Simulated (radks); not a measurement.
The numbers below are computed, except where a source is named.
Question: Excited configurations of Ni XXIII: one electron is placed in a higher orbital outside [He] 2s2 2p1. The ground configuration is [He] 2s2 2p2. Level of theory: scalar-relativistic Kohn-Sham, BLYP, spin-polarised, spherical densities, point nucleus; open shells are filled with parallel spins first (a radial shooting solver on a logarithmic mesh with Libxc functionals). Excitation = E - E(ground); binding = E(ion) - E, where the ion is the core of charge +23; n* = 23/sqrt(2 binding) in atomic units. These energies are relativistic, and a one-electron ion of charge +23 with no core already has n* below n in this formula (scalar-relativistic equation, point nucleus: 4p 3.993, 4d 3.997, 5p 4.993, 5f 4.998, 6s 5.988, 7p 6.992). The quantum defect is therefore taken as that value minus n*, so that it holds no relativistic shift of the bare ion.

outer orbital  excitation (eV)  binding (eV)     n*  quantum defect  eigenvalue (eV)  <r> (bohr)
4p                      1532.9        475.20  3.892           0.101          -465.31      0.9490
4d                      1544.8        463.39  3.941           0.056          -452.69      0.8865
5p                      1705.9        302.21  4.880           0.113          -296.25       1.517
5f                      1716.4        291.79  4.967           0.032          -284.81       1.353
6s                      1795.6        212.52  5.820           0.168          -208.55       2.220

Estimate the row for 7p.

Answer: excitation (eV) 1854.8; binding (eV) 153.33; n* 6.851; quantum defect 0.141; eigenvalue (eV) -150.45; <r> (bohr) 3.036. The Delta-SCF ionisation energy is 2008.1 eV (NIST Atomic Spectra Database: 2008 eV, semi-empirical). Self-interaction in the functional shifts the binding energies and quantum defects, so they are the method's values and not measured ones. Open shells are spherical and high-spin; term and fine-structure splittings are not resolved.
